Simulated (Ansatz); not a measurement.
Ansatz (a program for electronic structure) input (B3LYP-D3(BJ)/def2-TZVP):

Ansatz 0.2 input:
```yaml
crystal:
  periodic: [false, false, false]
  atoms:
    - {symbol: F, position_ang: [-1.83908465, 0.05927989, 0.03798738]}
    - {symbol: S, position_ang: [0.00091310, 0.03341031, 0.00481750]}
    - {symbol: F, position_ang: [1.84071620, 0.00765173, -0.02834920]}
basis:
  gaussian:
    orbitals: def2-TZVP
hamiltonian:
  xc: b3lyp
  dispersion: d3bj
total_charge: -1
magnetization: {spin_polarized: true, initial_magnetization: 1}
relax: {f_tol: 0.002, max_steps: 150}
```

Output:

```
Functional definition: B3LYP
integrals: 0.02 GiB planned
583 factors; their error is unknown
mean field: 0.31 GiB planned
mean field evaluation 1: about -16271.7036 eV, gradient 1.4e1 eV
mean field evaluation 2: about -16271.5094 eV, gradient 1.9e1 eV
mean field evaluation 4: about -16272.4256 eV, gradient 1.4e0 eV
mean field evaluation 8: about -16272.4752 eV, gradient 8.6e-2 eV
mean field evaluation 16: about -16272.4752 eV, gradient 1.5e-5 eV
mean field evaluation 32: about -16272.4752 eV, gradient 2.0e-6 eV
mean field evaluation 64: about -16272.4752 eV, gradient 6.0e-7 eV
mean field -16272.47521757 eV, -598.0024343658 hartree, gradient 1.7e-10 eV, S^2 0.753883; 3 other end points of the search recorded, 0 dependent functions left out
the calculation of the forces begins
reference -16272.47535848 eV, -598.0024395442 hartree; 18, 17 occupied and 81, 82 virtual orbitals, 583 factors
relax step   1: F+E_penalty+E_count = -16272.51985070 eV  Δ(F+E_penalty+E_count) = +0.000e0 eV  max|allowed force component| = 2.247e-1 eV/Å  Δτ_max = 0.0000 Å  (398 SCF iters, accepted)
these checks for a lower state are left out or cut short: starts, cluster_reference, orbital_swaps, neighbouring_geometries, increment
integrals: 0.02 GiB planned
583 factors; their error is unknown
mean field: 0.31 GiB planned
mean field evaluation 96: about -16272.4774 eV, gradient 1.7e-5 eV
mean field evaluation 128: about -16272.4774 eV, gradient 3.0e-7 eV
mean field -16272.47742708 eV, -598.0025155639 hartree, gradient 6.0e-10 eV, S^2 0.753882; 0 other end points of the search recorded, 0 dependent functions left out
the calculation of the forces begins
reference -16272.47756769 eV, -598.0025207312 hartree; 18, 17 occupied and 81, 82 virtual orbitals, 583 factors
relax step   2: F+E_penalty+E_count = -16272.52202033 eV  Δ(F+E_penalty+E_count) = -2.170e-3 eV  max|allowed force component| = 1.421e-1 eV/Å  Δτ_max = 0.0059 Å  (367 SCF iters, accepted)
these checks for a lower state are left out or cut short: starts, cluster_reference, orbital_swaps, neighbouring_geometries, increment
integrals: 0.02 GiB planned
583 factors; their error is unknown
mean field: 0.31 GiB planned
mean field evaluation 160: about -16272.4790 eV, gradient 7.6e-4 eV
mean field -16272.47897574 eV, -598.0025724759 hartree, gradient 7.1e-8 eV, S^2 0.753882; 0 other end points of the search recorded, 0 dependent functions left out
the calculation of the forces begins
reference -16272.47911588 eV, -598.0025776262 hartree; 18, 17 occupied and 81, 82 virtual orbitals, 583 factors
relax step   3: F+E_penalty+E_count = -16272.52350128 eV  Δ(F+E_penalty+E_count) = -1.481e-3 eV  max|allowed force component| = 3.383e-3 eV/Å  Δτ_max = 0.0103 Å  (367 SCF iters, accepted)
these checks for a lower state are left out or cut short: starts, cluster_reference, orbital_swaps, neighbouring_geometries, increment
integrals: 0.02 GiB planned
583 factors; their error is unknown
mean field: 0.31 GiB planned
mean field evaluation 192: about -16272.4669 eV, gradient 1.3e0 eV
mean field -16272.47897843 eV, -598.0025725749 hartree, gradient 6.4e-8 eV, S^2 0.753882; 0 other end points of the search recorded, 0 dependent functions left out
the calculation of the forces begins
reference -16272.47911857 eV, -598.0025777248 hartree; 18, 17 occupied and 81, 82 virtual orbitals, 583 factors
relax step   4: F+E_penalty+E_count = -16272.52350204 eV  Δ(F+E_penalty+E_count) = -7.515e-7 eV  max|allowed force component| = 7.615e-4 eV/Å  Δτ_max = 0.0003 Å  (226 SCF iters, accepted)
integrals: 0.02 GiB planned
583 factors; their error is unknown
mean field: 0.31 GiB planned
mean field evaluation 224: about -16271.7136 eV, gradient 1.4e1 eV
mean field -16272.47897843 eV, -598.0025725749 hartree, gradient 6.4e-8 eV, S^2 0.753882; 4 other end points of the search recorded, 0 dependent functions left out
the calculation of the forces begins
reference -16272.47911857 eV, -598.0025777248 hartree; 18, 17 occupied and 81, 82 virtual orbitals, 583 factors
Total energy: -16272.52364217 eV, -598.0042139371 hartree
Atom 0 at    -1.855592     0.059513     0.038270 Å, force     0.000761    -0.000022     0.000132 eV/Å
Atom 1 at     0.000851     0.033408     0.004848 Å, force    -0.000048     0.000024    -0.000290 eV/Å
Atom 2 at     1.857286     0.007421    -0.028663 Å, force    -0.000714    -0.000002     0.000158 eV/Å
Dipole moment:     0.000011    -0.000014     0.000017 e Å
```
